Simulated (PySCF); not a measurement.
## Electron correlation in Kr³⁺ (krypton, charge +3)

[Ar] 3d10 4s2 4p3, high-spin 4S determinant. All numbers are calculated (PySCF 2.14, scalar relativity through the core potential, in aug-cc-pwCVTZ-PP with ECP10MDF (8s7p6d4f1g, 96 functions)). Frozen: 3s2 3p6 3d10; 5 electrons correlated.

```
  level  correlation energy (mhartree)
   CCSD                        -101.49
    (T)                          -2.43
CCSD(T)                        -103.92
```

Diagnostics: T1 = 0.0019, D1 = 0.0042, largest double amplitude 0.047.

Cost of the coupled-cluster step: roughly 17 core-seconds, for 5 correlated electrons.

Iterations:

```
CC2 = 0
CCSD nocc = (np.int64(4), np.int64(1)), nmo = (87, 87)
frozen orbitals [[0, 1, 2, 3, 4, 5, 6, 7, 8], [0, 1, 2, 3, 4, 5, 6, 7, 8]]
max_cycle = 100
direct = 0
conv_tol = 1e-08
conv_tol_normt = 1e-06
diis_space = 8
diis_start_cycle = 0
Init t2, MP2 energy = -0.0869735558737169
Init E_corr(UCCSD) = -0.0869735558751222
cycle = 1  E_corr(UCCSD) = -0.0986640374473574  dE = -0.0116904816  norm(t1,t2) = 0.0285597
cycle = 2  E_corr(UCCSD) = -0.100796507462051  dE = -0.00213247001  norm(t1,t2) = 0.00720641
cycle = 3  E_corr(UCCSD) = -0.101504322975806  dE = -0.000707815514  norm(t1,t2) = 0.0022804
cycle = 4  E_corr(UCCSD) = -0.101489512972466  dE = 1.48100033e-05  norm(t1,t2) = 0.000235326
cycle = 5  E_corr(UCCSD) = -0.101489062592918  dE = 4.50379547e-07  norm(t1,t2) = 1.70225e-05
cycle = 6  E_corr(UCCSD) = -0.10148902303984  dE = 3.95530788e-08  norm(t1,t2) = 1.43779e-06
cycle = 7  E_corr(UCCSD) = -0.101489037831514  dE = -1.47916743e-08  norm(t1,t2) = 2.51029e-07
cycle = 8  E_corr(UCCSD) = -0.101489036329321  dE = 1.50219268e-09  norm(t1,t2) = 4.27011e-08
UCCSD converged
E(UCCSD) = -459.7044916087565  E_corr = -0.1014890363293212
UCCSD(T) correction = -0.00243031825800283
```
